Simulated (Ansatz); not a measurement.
Start from `FC(S)[TeH]` and change one atom or group to get `BNC(F)S`.

Ansatz, PBE0-D4/def2-TZVP geometries, multiplicity 1. Each molecule was computed in one conformer, which needn't be the lowest.

Elements past krypton have def2 core potentials.

| property | `FC(S)[TeH]` |
| --- | --- |
| size of the dipole moment (ωB97M-V/def2-TZVPP) / D | 1.62 |
| LUMO energy (ωB97M-V/def2-TZVPP) / eV | 0.57 |
| HOMO energy (PBE0/def2-TZVPP) / eV | -6.57 |
| HOMO–LUMO gap (PBE0/def2-TZVPP) / eV | 5.27 |
| HOMO energy (B3LYP/def2-TZVPP) / eV | -6.36 |
| LUMO energy (PBE/def2-TZVPP) / eV | -2.13 |

(1) What does the change do to each property? (An estimate is asked.)

## Answers

(1) The calculation gave: 
| property | `BNC(F)S` | shift |
| --- | --- | --- |
| size of the dipole moment (ωB97M-V/def2-TZVPP) / D | 2.10 | 0.48 |
| LUMO energy (ωB97M-V/def2-TZVPP) / eV | 1.47 | 0.90 |
| HOMO energy (PBE0/def2-TZVPP) / eV | -7.51 | -0.94 |
| HOMO–LUMO gap (PBE0/def2-TZVPP) / eV | 7.13 | 1.86 |
| HOMO energy (B3LYP/def2-TZVPP) / eV | -7.26 | -0.90 |
| LUMO energy (PBE/def2-TZVPP) / eV | -1.37 | 0.76 |

With PBE0 the HOMO falls by 0.94 eV and the LUMO rises by 0.92 eV, so the gap widens by about 1.86 eV. PBE moves the HOMO by -0.71 eV and ωB97M-V by -1.09 eV. Dipoles are sizes alone; their direction can turn.

B3LYP here is the variant with VWN-RPA as its local correlation; programs differ in this.

Spin–orbit coupling is left out; it splits and shifts lone-pair levels of the heavy atoms by tenths of an eV.
